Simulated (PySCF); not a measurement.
arsine (AsH3), SMILES [AsH3]. Heavy atoms are numbered as in [AsH3:1]. Hydrogens are named by the atom that carries them.

Coordinates come from a B3LYP-D3(BJ)/def2-TZVPD optimisation.

Computed with PBE/def2-TZVPD in PySCF.

Mulliken values depend strongly on the basis, most of all with diffuse functions as here. ESP charges are fitted to the potential on shells at 1.4 to 2.0 van der Waals radii. Atomic charges (e), one atom of each kind:

| atom | IAO | Mulliken | ESP fit |
|---|---|---|---|
| As1 (AsH3) | 0.03 | -0.46 | -0.08 |
| H on As1 | -0.01 | 0.15 | 0.03 |
